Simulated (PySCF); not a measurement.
PBE on P⁻ (phosphorus, charge -1), [Ne] 3s2 3p4, high-spin 3P determinant. All numbers are calculated (PySCF 2.14, scalar relativity by spin-free X2C-1e, in dyall-av3z).

```
cycle= 1 E= -341.974117383217  delta_E= -0.0137  |g|= 0.0197  |ddm|= 0.17
cycle= 2 E= -341.974054830664  delta_E= 6.26e-05  |g|= 0.0207  |ddm|= 0.0599
cycle= 3 E= -341.97446340831  delta_E= -0.000409  |g|= 0.0104  |ddm|= 0.0543
cycle= 4 E= -341.974547896901  delta_E= -8.45e-05  |g|= 0.00182  |ddm|= 0.0123
cycle= 5 E= -341.974553568753  delta_E= -5.67e-06  |g|= 0.000374  |ddm|= 0.00576
cycle= 6 E= -341.974553820214  delta_E= -2.51e-07  |g|= 4.65e-05  |ddm|= 0.00145
cycle= 7 E= -341.974553823092  delta_E= -2.88e-09  |g|= 2.56e-06  |ddm|= 9.73e-05
cycle= 8 E= -341.974553823099  delta_E= -7.05e-12  |g|= 4.26e-07  |ddm|= 5.62e-06
converged SCF energy = -341.974553823099  <S^2> = 2.0103082  2S+1 = 3.0068643
```

Highest occupied orbital energy: 1.750 eV; ⟨L²⟩ = 2.05; populations by l: s 6.00, p 10.00, d 0.00, f 0.00.

(1) Can this result be used?

## Answers

(1) With care. The run converged. At PBE the highest occupied level has a positive energy, so only the finite basis holds that electron; in a semilocal or global hybrid functional this comes from self-interaction and does not mean that the real anion is unbound.
